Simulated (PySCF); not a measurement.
**Ca(4+): ionisation energy**

Ca(4+) [Ne] 3s2 3p4 [3p1/2^2 3p3/2^2, M_J = 2] → Ca(5+) [Ne] 3s2 3p3 [3p1/2^2 3p3/2^1, M_J = 3/2], as a difference of total energies. All numbers are calculated (PySCF 2.14, the two-component X2C-1e Hamiltonian, in an even-tempered Gaussian basis (21 s from 0.14 bohr⁻², ratio 2.4; 14 p from 0.18 bohr⁻², ratio 2.4; 5 d from 1.8 bohr⁻², ratio 2.6; 5 f from 2.7 bohr⁻², ratio 2.6)). Correlated levels: 1s2 frozen; the 52 highest virtual spinors dropped. "Screened" scales the spin-orbit matrix elements by Boettger's factors to mimic the two-electron term; Breit and QED terms are absent.

| method | ionisation energy (eV) |
| --- | --- |
| GHF (spin-free) | 82.632 |
| GMP2 (spin-free) | 83.486 |
| GHF (screened spin-orbit) | 82.785 |
| GMP2 (screened spin-orbit) | 83.638 |

How much does correlation contribute at GMP2 (screened spin-orbit)?

83.638 − (82.785) = 0.853 eV, measured against GHF (screened spin-orbit).

The labels give the starting determinants; with spin-orbit coupling the two ends relaxed to ⟨J²⟩ = 6.01, ⟨L²⟩ = 2.03, ⟨S²⟩ = 1.99 and ⟨J²⟩ = 3.75, ⟨L²⟩ = 0.00, ⟨S²⟩ = 3.74.

For comparison: 84.34 ± 0.08 eV (semi-empirical (NIST evaluation); NIST Atomic Spectra Database, ionization energies).
